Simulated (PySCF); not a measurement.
SMILES C#Cc1cccs1 (GFN2-xTB optimised geometry):

```
11

C     -1.969    -2.272     0.001
C     -1.217    -1.335     0.000
C     -0.358    -0.231     0.000
C      1.011    -0.231     0.000
C      1.556     1.068     0.000
C      0.603     2.037     0.000
S     -0.989     1.393     0.000
H     -2.612    -3.101     0.002
H      1.595    -1.134     0.000
H      2.612     1.271     0.000
H      0.737     3.101     0.000
```

Computed with PySCF with PBE/def2-TZVP.

Problem. What are the frontier orbital energies and the dipole moment?

Solution. HOMO-2 -6.93 eV, HOMO-1 -6.47 eV, HOMO -5.62 eV, LUMO -2.00 eV, LUMO+1 -0.74 eV; dipole moment 0.96 D.

On the same geometry PySCF with PBE0/def2-TZVP gives HOMO-2 -8.16 eV, HOMO-1 -7.52 eV, HOMO -6.58 eV, LUMO -1.20 eV, LUMO+1 0.30 eV; dipole moment 0.99 D.

Meta-Löwdin charges at PBE/def2-TZVP: C1 -0.21, C2 -0.03, C3 -0.13, C4 -0.14, C5 -0.15, C6 -0.26, S7 0.32, H8 0.18, H9 0.14, H10 0.14, H11 0.15.
